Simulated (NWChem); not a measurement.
# SiH₂O, singlet; SMILES O[SiH]

All runs: NWChem. Low-valent species are run as closed-shell singlets; no triplet was tried in these runs. Structure relaxed at the PBE-D3(BJ)/def2-SVP level. Ions are spin-unrestricted doublets at the neutral geometry; other ion states weren't tried. Functional: LC-ωPBE (HJS hole) with def2-SVP; rows give the range parameter ω in 1/bohr.

For range parameter (1/bohr) 0.15:

| Quantity | Result |
|---|---|
| −ε(HOMO) (eV) | 7.57 |

Question: How do the values read with range parameter (1/bohr) 0.35 instead?

Answer: 
| Quantity | Value |
|---|---|
| −ε(HOMO) (eV) | 9.05 |
